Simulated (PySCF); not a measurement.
SbNBr₂: one-bond stretch

Method: PySCF, PBE0, basis Sb def2-SVP with ECP28, N def2-SVP, Br def2-SVP (scalar-relativistic core potentials, no spin–orbit coupling, density fitting).

Rigid scan from the singlet minimum (Sb–Br 2.507 Å (×2), Sb–N 1.830 Å; Br–Sb–Br 97.6°, Br–Sb–N 131.2° (×2)). Coordinate: the bond from Sb to the last atom (Br) scaled, the rest fixed. Energies in kJ/mol from the minimum.

```json
{"scale of one bond": "0.92", "E (kJ/mol)": "28.7", "dipole size (D)": "2.87"}
{"scale of one bond": "0.96", "E (kJ/mol)": "6.2", "dipole size (D)": "2.49"}
{"scale of one bond": "1.00", "E (kJ/mol)": "0.0", "dipole size (D)": "2.18"}
{"scale of one bond": "1.05", "E (kJ/mol)": "7.0", "dipole size (D)": "1.94"}
{"scale of one bond": "1.12", "E (kJ/mol)": "31.9", "dipole size (D)": "1.92"}
{"scale of one bond": "1.20", "E (kJ/mol)": "69.0", "dipole size (D)": "2.22"}
{"scale of one bond": "1.35", "E (kJ/mol)": "137.1", "dipole size (D)": "2.94"}
{"scale of one bond": "1.55", "E (kJ/mol)": "203.9", "dipole size (D)": "–"}
{"scale of one bond": "1.80", "E (kJ/mol)": "252.4", "dipole size (D)": "–"}
{"scale of one bond": "2.20", "E (kJ/mol)": "284.7", "dipole size (D)": "–"}
```

At long bonds a restricted determinant can lie too high, and another spin state can fall below this curve.

Other isomers or separated fragments may lie lower.
